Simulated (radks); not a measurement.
Q: The iodine ion I13+ is in [Kr] 4d(3/2: 4, 5/2: 0). Method: Dirac Kohn-Sham, relativistic LDA (MacDonald-Vosko exchange, VWN5 correlation), spin-unpolarised, spherical densities, finite nucleus; Fermi nuclear charge, rms radius of each element as measured or else 0.836 A^(1/3) + 0.57 fm; computed with a radial shooting solver on a logarithmic mesh with Libxc functionals. Sub-shells are occupied by j as written (lower j first in brackets). One electron is removed from 4s1/2, 4p1/2, 4p3/2, 4d3/2 in turn, with full relaxation. Which removal costs least, and what does each cost?

A: 4d3/2 307.55 eV; 4p3/2 385.96 eV; 4p1/2 399.09 eV; 4s1/2 446.09 eV. The 4d3/2 electron leaves first.
